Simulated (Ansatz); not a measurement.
**C2H6SSi: where a starting geometry ends**

The starting geometry of this gas-phase singlet is a saddle point at PBE0-D3(BJ)/def2-SVP, pushed by 0.25 Å along its imaginary mode; its bonds are those of `[SiH3]/C=C\S`.

```xyz
10

C    -1.2249   -1.1259    1.8570
C    -1.0414    0.0708    1.2631
S     0.4039    1.0463    1.4730
Si    0.0100   -1.9942    2.9646
H    -0.4562   -3.4131    3.1923
H     0.1106   -1.2979    4.3086
H     1.3887   -1.9983    2.3168
H    -2.1797   -1.6231    1.6604
H    -1.8102    0.5150    0.6199
H     0.0589    2.0220    0.5867
```

Q: Predict what it relaxes into with PBE0-D3(BJ)/def2-SVP.

A: It keeps its bonds, and is `[SiH3]/C=C\S`.

The energy falls by 0.02 eV over 32 steps:

| step | E − E(last) (eV) |
| --- | --- |
| 1 | 0.019 |
| 4 | 0.001 |
| 8 | 0.001 |
| 11 | 0.001 |
| 15 | 0.001 |
| 18 | 0.001 |
| 22 | 0.000 |
| 25 | 0.000 |
| 29 | 0.000 |
| 32 | 0.000 |

Final geometry (Å):

| atom | x (Å) | y (Å) | z (Å) |
| --- | --- | --- | --- |
| C | -1.2399 | -1.0462 | 1.9687 |
| C | -1.0229 | 0.0824 | 1.2727 |
| S | 0.5091 | 0.9410 | 1.1933 |
| Si | -0.0011 | -1.9925 | 2.9963 |
| H | -0.2126 | -3.4598 | 2.8039 |
| H | -0.1643 | -1.6929 | 4.4536 |
| H | 1.3927 | -1.6371 | 2.5921 |
| H | -2.2616 | -1.4411 | 1.9185 |
| H | -1.8327 | 0.5477 | 0.7003 |
| H | 0.0930 | 1.9003 | 0.3426 |

Frequencies at the end are all real (lowest 27 cm⁻¹). Run with Ansatz 0.2.0, 70 s on 2 threads of Intel(R) Xeon(R) Platinum 8375C CPU @ 2.90GHz (Ice Lake) (shared host).
